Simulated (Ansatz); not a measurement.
Geometry optimisation, RKS PBE0/def2-mTZVP in Ansatz 0.2.0.

Input file:

```yaml
crystal:
  periodic: [false, false, false]
  atoms:
    - { symbol: B, position_ang: [0.0, 0.0, 0.0] }
    - { symbol: O, position_ang: [0.0, 0.0, 1.41] }
    - { symbol: H, position_ang: [-0.9095, -0.2814, 1.7471] }
    - { symbol: O, position_ang: [1.2211, 0.0, -0.705] }
    - { symbol: H, position_ang: [1.5209, -0.9519, -0.8599] }
    - { symbol: F, position_ang: [-1.1431, 0.0, -0.66] }
basis:
  gaussian: { orbitals: def2-mTZVP }
hamiltonian:
  xc: pbe0
relax:
  f_tol: 0.02
  max_steps: 40
```

Command:

```bash
$ ansatz run input.yaml --threads 1 --pin off --max-ram 2048MiB --backend cpu --events-out ev --progress --plain --runs-dir out
```

Task: Where does it end, and by what steps?

Result: The forces met the threshold. After 7 steps the energy has fallen by 0.652 eV; H5 moved furthest, 0.59 Å.

```tsv
step	energy less start (eV)	largest force component (eV/Å)	accepted
0	0.0000	2.043	yes
1	-0.1426	2.162	yes
2	-0.2202	1.835	yes
3	-0.3596	0.662	yes
4	-0.5189	0.948	yes
5	-0.5768	0.633	yes
6	-0.6511	0.123	yes
7	-0.6519	0.018	yes
```

```xyz
6
Properties=species:S:1:pos:R:3
B -0.077 -0.129 -0.081
O 0.049 -0.298 1.263
H -0.765 -0.119 1.744
O 0.964 -0.328 -0.921
H 1.765 -0.599 -0.461
F -1.246 0.240 -0.612
```

Whether the end is a true minimum wasn't checked by a vibrational analysis.

The run took 9.7 s on 1 thread of Intel(R) Xeon(R) 6975P-C (Granite Rapids), with other jobs on the host, peak memory 0.17 GiB.
